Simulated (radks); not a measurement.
The numbers below are computed, except where a source is named.
Trend from Li to Ne: ionisation energy by Delta-SCF between NIST ground configurations, and size. Code: a radial shooting solver on a logarithmic mesh with Libxc functionals. Model: non-relativistic Kohn-Sham, PBE, spin-unpolarised, spherical densities, point nucleus.

| species | configuration | configuration of the ion | IE (eV) | NIST (eV) | kind | -e(HOMO) (eV) | outermost | <r> outermost (bohr) | r at 0.001 e/bohr^3 (bohr) |
|---|---|---|---|---|---|---|---|---|---|
| Li | [He] 2s1 | [He] | 5.296 | 5.392 | exp. | 2.874 (2s) | 2s | 3.91 | 4.16 |
| Be | [He] 2s2 | [He] 2s1 | 9.549 | 9.323 | exp. | 5.609 (2s) | 2s | 2.60 | 4.12 |
| B | [He] 2s2 2p1 | [He] 2s2 | 8.222 | 8.298 | exp. | 3.609 (2p) | 2p | 2.30 | 3.90 |
| C | [He] 2s2 2p2 | [He] 2s2 2p1 | 10.865 | 11.260 | exp. | 5.289 (2p) | 2p | 1.80 | 3.68 |
| N | [He] 2s2 2p3 | [He] 2s2 2p2 | 13.597 | 14.534 | exp. | 7.095 (2p) | 2p | 1.48 | 3.47 |
| O | [He] 2s2 2p4 | [He] 2s2 2p3 | 16.439 | 13.618 | exp. | 9.038 (2p) | 2p | 1.27 | 3.29 |
| F | [He] 2s2 2p5 | [He] 2s2 2p4 | 19.401 | 17.423 | exp. | 11.121 (2p) | 2p | 1.11 | 3.13 |
| Ne | [Ne] | [He] 2s2 2p5 | 22.491 | 21.565 | exp. | 13.347 (2p) | 2p | 0.982 | 2.98 |

Reference values: NIST Atomic Spectra Database (exp. = measured, semi-emp. = semi-empirical, theory = theoretical value adopted there). Spin polarisation and multiplet splitting are left out, so open shells lie too high by an amount that depends on their filling.

Beside tabulated values, note that spin-unpolarised runs miss the spin-polarisation part of the exchange energy of open shells.
